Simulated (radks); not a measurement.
Q: The table gives one normalised radial function P(r) = r R(r) of Sm15+ in [Kr] 4d10 4f1 (r in bohr). All-electron calculation, scalar-relativistic Kohn-Sham, BLYP, spin-polarised, spherical densities, finite nucleus; open shells are filled with parallel spins first (spin-orbit coupling, left out, can overturn this in heavy ions); Fermi nuclear charge, rms radius 5.0819 fm. Program: a radial shooting solver on a logarithmic mesh with Libxc functionals.

r	P
0.002218	0.0094
0.002865	0.0146
0.003701	0.0226
0.004743	0.0344
0.006127	0.0527
0.007851	0.0790
0.01014	0.1184
0.013	0.1720
0.01679	0.2464
0.02169	0.3404
0.02779	0.4438
0.0359	0.5443
0.046	0.6006
0.05942	0.5626
0.07676	0.3697
0.09836	0.0153
0.1271	-0.4521
0.1628	-0.8157
0.2103	-0.8325
0.2717	-0.3241
0.3482	0.5211
0.4497	1.2933
0.5763	1.5147
0.7444	1.1624
0.954	0.6143
1.232	0.2058
1.592	0.0406
2.04	0.0045

Which n and l does it have? It may be an empty orbital.

A: n = 4, l = 1: the number of nodes gives n - l - 1 = 2, the rise at small r (about r^(l+1), flatter next to the nucleus through relativity) gives l, and the extent must fit the shell. The curve is that of 4p down; the table hardly tells the two spins apart. 4p down: eigenvalue -546.97 eV, 2 radial nodes at r = 0.0992, 0.301 bohr, <r> = 0.594 bohr, 90 % of the charge inside 0.858 bohr.
